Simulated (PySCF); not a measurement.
C₅H₃N, SMILES C#C/C=C\C#N at its CAM-B3LYP/def2-SVP optimised geometry (Å):

```
9

C      1.7188     1.2418     0.0000
C      0.5110     1.2418     0.0000
C     -0.9118     1.2689     0.0016
C     -1.7082     0.1863    -0.0428
C     -1.2231    -1.1580    -0.0989
N     -0.8624    -2.2542    -0.1452
H      2.7934     1.2274    -0.0004
H     -1.3860     2.2542     0.0422
H     -2.7934     0.3100    -0.0373
```

Calculation: CAM-B3LYP/def2-TZVP in PySCF. Cells within 0.4 Å of a nucleus heavier than hydrogen are left out (blank, or x).

Map of the HOMO−1 amplitude (bohr^(-3/2)), clipped to [-0.25, 0.25] on the plane z = 0.0 Å; orbital energy -10.06 eV, overall sign arbitrary:

```
|4444444444444444444444444444444|
|4444444444444444444444444444444|
|4444444444444444444444444444444|
|4444444444444444444444444444444|
|4444444444444444444444444444444|
|4444444444444444555555544444444|
|4444444444444445555555554444444|
|4444444444334445556655555444444|
|4444444443323455666666555444444|
|4444444443323456788887655444444|
|4444444444333456998998655444444|
|444444444444xx55xx6xxx544444444|
|444444444455xx43xx10xx344444444|
|4444444445665542000001234444444|
|444444444xx65443211112334444444|
|444444444xx55443332233344444444|
|4444444444444444333333444444444|
|4444444444444444444444444444444|
|44444444444xx444444444444444444|
|44444444444xx544444444444444444|
|4444444444445544444444444444444|
|444444444444xx54444444444444444|
|444444444444xx44444444444444444|
|4444444444444444444444444444444|
|4444444444444444444444444444444|
|4444444444444444444444444444444|
|4444444444444444444444444444444|
|4444444444444444444444444444444|
|4444444444444444444444444444444|
|4444444444444444444444444444444|
|4444444444444444444444444444444|
```
Scale: ten equal steps from -0.223 (start of '0') to 0.250 (end of '9'), in the order '0123456789'; x runs from -5.00 to 5.00, y from -5.00 (bottom) to 5.00 (top).
